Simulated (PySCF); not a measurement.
## Electron correlation in Ta(2+) (tantalum, charge +2)

[Xe] 4f14 5d3, high-spin 4F determinant. All numbers are calculated (PySCF 2.14, the spin-free X2C one-electron Hamiltonian (Gaussian nucleus), in ANO-RCC-VTZP (8s7p5d3f2g1h, 104 functions)). Frozen: [Xe] 4f14; 3 electrons correlated.

```json
{"level": "CCSD", "correlation energy (mhartree)": "-15.00"}
{"level": "(T)", "correlation energy (mhartree)": "-0.06"}
{"level": "CCSD(T)", "correlation energy (mhartree)": "-15.06"}
```

Diagnostics: T1 = 0.0016, D1 = 0.0023, largest double amplitude 0.025.

Spin-orbit coupling, absent here, splits the open shell strongly.

Cost of the coupled-cluster step: roughly 10 core-seconds, for 3 correlated electrons.
